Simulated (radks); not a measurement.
The numbers below are computed, except where a source is named.
Charge is removed step by step from the 4d up level of Tc, starting from [Kr] 4d(up 5, down 0) 5s2. Code: a radial shooting solver on a logarithmic mesh with Libxc functionals. Model: scalar-relativistic Kohn-Sham, LDA (Slater exchange, Perdew-Wang correlation), spin-polarised, spherical densities, finite nucleus; Fermi nuclear charge, rms radius 4.4112 fm.

\begin{tabular}{lrrr}
removed (e) & E - E(0) (eV) & eigenvalue (eV) & E minus straight line (eV) \\ \hline
0 & 0.000 & -7.864 & 0.000 \\
0.25 & 2.262 & -10.251 & -0.951 \\
0.5 & 5.137 & -12.771 & -1.289 \\
0.75 & 8.657 & -15.411 & -0.981 \\
1 & 12.852 & -18.161 & 0.000 \\
\end{tabular}

Removing the whole electron costs 12.852 eV by Delta-SCF, against 7.864 eV from minus the eigenvalue at the starting occupation. Slater's transition state (half an electron removed) gives 12.771 eV. Integrating minus the eigenvalue over the occupation (Janak's theorem) gives 12.852 eV. In this scalar-relativistic scheme the density is built from large components alone, so the theorem holds only approximately. The mean slope of the eigenvalue, de/dn, is 10.3 eV per electron.
